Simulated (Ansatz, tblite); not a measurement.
Removing and adding an electron: Ga₃H₂. The state is a doublet with charge 0. Geometry: r2SCAN-D4/def2-SVP. Ansatz, gas phase; energy differences of separate SCF runs; the oxidised species is a singlet (the triplet lies 0.81 eV higher at PBE0-D4/def2-TZVP); the reduced species is a singlet (the triplet lies 0.64 eV higher at PBE0-D4/def2-TZVPD).

Cartesian coordinates in Å:
```
Ga -0.204 1.039 -0.857
Ga 0.110 1.360 1.529
Ga 0.208 -0.988 0.916
H 0.320 -2.571 0.838
H -0.434 1.160 -2.425
```

The xTB rows come from tblite. The structure comes from a short search, and lower isomers may exist.

Question: Estimate orbital energies and vertical ionisation energies and electron affinities at: GFN1-xTB; GFN2-xTB; PBE-D4/def2-TZVP; PBE-D4/def2-TZVPD; r2SCAN-D4/def2-TZVP; r2SCAN-D4/def2-TZVPD; PBE0-D4/def2-TZVP; PBE0-D4/def2-TZVPD.

Answer: 
```csv
level,−HOMO (eV),vertical IE (eV),−LUMO (eV),vertical EA (eV),HOMO–LUMO gap (eV),remarks
GFN1-xTB,–,10.26,–,–,–,–
GFN2-xTB,–,9.77,–,–,–,–
PBE-D4/def2-TZVP,4.66,7.10,3.95,–,0.71,–
PBE-D4/def2-TZVPD,4.66,–,3.95,1.73,0.71,HOMO above zero (-1 singlet)
r2SCAN-D4/def2-TZVP,5.02,7.26,3.75,–,1.26,–
r2SCAN-D4/def2-TZVPD,5.01,–,3.74,1.72,1.27,HOMO above zero (-1 singlet)
PBE0-D4/def2-TZVP,5.37,7.07,3.18,–,2.18,–
PBE0-D4/def2-TZVPD,5.36,–,3.17,1.66,2.19,–
```

   A HOMO above zero means that the electron is unbound at that level or that self-interaction error raises the level; the energy of removing that electron tells which. HOMO and LUMO are the levels of the spin that leaves or enters (xTB has no such levels and no spin-polarisation term). Other spin states of the ions may lie lower, which would lower the ionisation energy or raise the affinity. Raw xTB energy differences between charge states are shifted by several eV; the methods need an empirical correction for them.
